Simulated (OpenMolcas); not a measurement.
V3+ (d2) in a complex was computed by SS-CASPT2, IPEA 0.25 Eh, imaginary shift 0.1 Eh with the d shell active (OpenMolcas, ANO-RCC-VDZP on the metal). Its lowest spin-free states, and all those of the highest spin:

```
2S+1  Degeneracy  E (cm-1)
   3           1         0
   3           3      5130
   3           3      9760
   1           2     10160
   1           3     14380
   1           1     17400
   3           3     17940
   1           3     19160
   1           2     23740
   1           3     24450
   1           1     41210
```

Q: Is the site octahedral, tetrahedral or cube-like, axial, or of lower symmetry?

A: The states with 2S+1 = 3 have orbital degeneracies 1, 3, 3, 3. Threefold states need a cubic site. For d2 at this spin an octahedron puts the threefold T1 below the threefold T2 and a tetrahedron or cube puts the single A2 below the threefold T2, so the site is a tetrahedron or a cube, which this pattern cannot tell apart. The first gap at this spin, 5130 cm-1, is |10Dq| in ligand-field theory. The run had V3+ with 4 ligands (oxide) in tetrahedral coordination (Td) at 1.93 Å. A charge of +1.25 e stands 3.2 Å behind each ligand. Ligand basis ANO-RCC-VDZP.

Roots that are degenerate in the reference are averaged as groups; the widest CASPT2 spread within a group is 780 cm-1 (the 3-fold group of multiplicity 3 near 9760 cm-1 above the lowest state of its run). Shifts and gaps below about the spread of the groups concerned are not significant. Over all roots computed the reference weight is 0.69 to 0.71; a low but even weight reflects the number of correlated electrons. The oxide ions are held by bare point charges, a crude embedding. Ligand-to-metal charge-transfer states are missing. These CASPT2 states fit no ligand-field parameters well, so their order and spin gaps are uncertain. With no ligand orbital active B as a rule stays too high, so bands that hang on it stand too high and its fall with covalency is understated. With one d shell and no ligand orbital active, 10Dq can be off by a tenth or more. The distance lies 2 % over the 1.89 Å that this model takes as the normal distance (a Shannon-type radius plus a fixed donor radius); by an R⁻⁵ law this alone changes a d-shell field by about -10 %. No measured value stands beside these numbers; the geometry was imposed, not optimised, and the real ion may take another.
